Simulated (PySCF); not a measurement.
Computed beside measured shifts: C12H11BO

System: C12H11BO (measured compound), SMILES OB(c1ccccc1)c1ccccc1.

Atom-mapped SMILES (hydrogens are numbered by the atom that bears them): [OH:1][B:2]([c:3]1[cH:4][cH:5][cH:6][cH:7][cH:8]1)[c:9]1[cH:10][cH:11][cH:12][cH:13][cH:14]1

Level of theory: GIAO PBE0/pcSseg-2, gas phase, PySCF SCF with an in-house response code, fitting set def2-universal-JFIT up to Ne and JKFIT beyond, grid level 2, non-relativistic, on the PBE0-D3(BJ)/def2-SVP geometry.

One optimised conformer. Values are averaged over the atoms that symmetry or fast rotation interchanges, on this one geometry and without vibrational averaging. Shifts are the reference shielding less the shielding here, at the same level (11B against isolated BF3·OEt2; 13C, 1H against isolated TMS; 17O against isolated H2O); nuclei without a reference have shieldings only.

Question: What shifts does this level give for B2, and how do they compare with measurement?

Answer: 
```csv
atom,nucleus,computed / ppm,measured / ppm,computed less measured,measured against,medium of the measurement
B2,11B,44.4,45.7,-1.3,BF3.OEt2,CDCl3
```

Measured values: H. S. Rzepa et al., J. Org. Chem. 2018, An accessible method for DFT calculation of 11B NMR shifts.
